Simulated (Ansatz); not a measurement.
Input file for Ansatz (a first-principles code): R-CCSD(T)/aug-cc-pVDZ on CH8GeO2 (a complex), monomers drawn apart or pushed together. The run froze 17 orbitals, filled d shells among them.

Ansatz 0.2 input:
```yaml
crystal:
  periodic: [false, false, false]
  atoms:
    - {symbol: O, position_ang: [1.00359382, -0.95433350, -0.00968551]}
    - {symbol: Ge, position_ang: [-0.47690790, 0.02248636, -0.24237354]}
    - {symbol: O, position_ang: [-0.30372657, 1.59505425, 0.58343886]}
    - {symbol: H, position_ang: [1.78806361, -0.53920456, -0.38303570]}
    - {symbol: H, position_ang: [-0.67766233, 0.40253068, -1.71474951]}
    - {symbol: H, position_ang: [-1.57730660, -0.84070289, 0.38618405]}
    - {symbol: H, position_ang: [-0.19935862, 1.50038717, 1.53632849]}
    - {symbol: C, position_ang: [0.44616728, -0.14251285, 3.91775353]}
    - {symbol: H, position_ang: [0.61842351, -0.68382659, 4.84668599]}
    - {symbol: H, position_ang: [0.91555464, 0.83919558, 3.99002996]}
    - {symbol: H, position_ang: [0.87871341, -0.69637143, 3.08579025]}
    - {symbol: H, position_ang: [-0.62866156, -0.03093996, 3.77087591]}
basis:
  gaussian:
    orbitals: aug-cc-pVDZ
magnetization: {spin_polarized: false}
correlation: {method: ccsd_t, electrons: outside_noble_gas}
scf: {lower_state_search: off}
```

It printed:

```
WARN ansatz: RAYON_NUM_THREADS=1 ignored (pool sized by the plan → 1); use --threads N
Functional definition: HF
these checks for a lower state are left out or cut short: stability, starts, cluster_reference, orbital_swaps, neighbouring_geometries, increment
integrals: 0.70 GiB planned
1752 factors; integrals over basis functions are off by at most 1.1e-3 eV
mean field: 0.62 GiB planned
mean field evaluation 1: about -61700.3910 eV, gradient 5.4e1 eV
mean field evaluation 2: about -61700.3921 eV, gradient 5.4e1 eV
mean field evaluation 4: about -61706.1231 eV, gradient 3.9e0 eV
mean field evaluation 8: about -61706.1773 eV, gradient 2.0e-4 eV
mean field -61706.17733681 eV, -2267.6601911785 hartree, gradient 9.5e-7 eV, S^2 0.000000; 0 other end points of the search recorded, 0 dependent functions left out
17 core orbitals not correlated
reference -61706.17733681 eV, -2267.6601911785 hartree; 14, 14 occupied and 146, 146 virtual orbitals, 1752 factors
second order -18.75145782 eV of doubles, -0.00000000 eV of singles
coupled cluster: 1.77 GiB planned
cycle   1  -19.33260500 eV  change   -5.8e-1 eV  update   1.1e-1
cycle   2  -19.83337996 eV  change   -5.0e-1 eV  update   3.1e-2
cycle   3  -19.97671728 eV  change   -1.4e-1 eV  update   1.7e-2
cycle   4  -19.97101810 eV  change    5.7e-3 eV  update   3.6e-3
cycle   5  -19.96983112 eV  change    1.2e-3 eV  update   1.7e-3
cycle   6  -19.97058084 eV  change   -7.5e-4 eV  update   5.2e-4
cycle   7  -19.97041247 eV  change    1.7e-4 eV  update   2.2e-4
cycle   8  -19.97031547 eV  change    9.7e-5 eV  update   6.9e-5
cycle   9  -19.97032445 eV  change   -9.0e-6 eV  update   2.4e-5
perturbative correction -0.55263139 eV, -0.0203088290 hartree
Total energy: -61726.70029265 eV, -2268.4143958947 hartree
Checks for a lower state left out: stability, starts, cluster_reference, orbital_swaps, neighbouring_geometries, increment
```

The calculation finished and met its thresholds.

Cost: around 90 core-seconds (rough).
